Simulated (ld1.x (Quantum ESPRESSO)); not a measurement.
# Configuration tests for Ti (Z = 22) (RRKJ)

| Property | Result |
| --- | --- |
| Element | titanium |
| Generator | ld1.x (Quantum ESPRESSO) 7.5 |
| Type | norm-conserving RRKJ (Kleinman–Bylander form) |
| Functional | PBE |
| Relativity | fully relativistic |
| Frozen core | [Ar] |
| Valence charge | 4 |
| Reference configuration | 3d2 4s2 4p0 |
| Partial waves | 4s (bound): rc 3.25 bohr; 4p (bound, empty): rc 4.20 bohr; 3d (bound): rc 2.30 bohr |
| Local potential | all-electron potential smoothed inside 2.85 bohr (lloc = -1) |
| Core correction | none |
| rho0 | 0.01 |

Open shells are filled in proportion to 2j + 1 (rel_dist='average').

Energies are relative to the spin-unpolarised reference configuration 3d2 4s2 4p0; without spin polarisation the order of configurations can differ from experiment.

```csv
valence configuration,charge,ΔE all-electron (eV),error AE − PS (meV)
3d2 4s1 4p0,+1,7.347,+13
3d1 4s0 4p0,+3,47.867,+431
3d1 4s2 4p1,0,4.672,+281
3d1 4s2 4p0,+1,9.744,+402
3d2 4s1.5 4p0,+0.5,2.937,+1.9
3d2 4s1 4p1,0,3.076,+0.4
```

**Question.** What are ΔE and the potential's error for 3d2 4s0 4p0?

**Answer.** ΔE = 20.919 eV all-electron; the error (AE − PS) is +173 meV.

Levels in the configuration 3d2 4s1 4p0:

```json
{"level": "3d j=3/2", "all-electron (eV)": "-11.397", "pseudo (eV)": "-11.425"}
{"level": "3d j=5/2", "all-electron (eV)": "-11.349", "pseudo (eV)": "-11.376"}
{"level": "4s j=1/2", "all-electron (eV)": "-10.350", "pseudo (eV)": "-10.308"}
```
